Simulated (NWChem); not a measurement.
**Plane-wave run on Si (space group Fd-3m)**

```yaml
crystal:
  lattice:
    - [0.00000, 2.71500, 2.71500]
    - [2.71500, 0.00000, 2.71500]
    - [2.71500, 2.71500, 0.00000]
  atoms:
    - { symbol: Si, position: [0.00000, 0.00000, 0.00000] }
    - { symbol: Si, position: [0.25000, 0.25000, 0.25000] }
```

Program: NWChem. Origin of the cell: lattice from a package's table, not relaxed.

Norm-conserving pseudopotentials with valence charges Si 4, fixed occupations, no spin-orbit coupling, density cut at twice the wavefunction cutoff.

Level: PBE, Troullier-Martins, cutoff 15 Ha, density from a 4×4×4 mesh. Bands run along Γ–X–U|K–Γ–L–W–X with k in units of the cell's reciprocal vectors.

Problem. What gap does the band structure show, and how wide is the group of occupied bands?

Solution. It shows an indirect gap along this path of 0.60 eV from Γ to (0.43, 0.00, 0.43) (smallest direct gap on this path 2.57 eV). The 4 occupied bands reach 12.0 eV below the valence-band top.
